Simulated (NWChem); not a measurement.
Species: BeIBr; SMILES [I][Be][Br]

This build's default masses of Se (78.918 u) and Br (79.917 u) are each other's, which moves their modes by up to 0.6 %. def2 effective core potentials on I; no spin-orbit coupling.

**Question.** Give the equilibrium geometry at PBE-D3(BJ)/def2-SVP with def2 effective core potentials on I (NWChem) as an XYZ file, with the point group.

**Answer.** point group C*v; any orientation.
```
3

Be     0.3753     0.0822    -0.3375
Br     1.8285     0.3875    -1.6263
I     -1.2253    -0.2616     1.0925
```
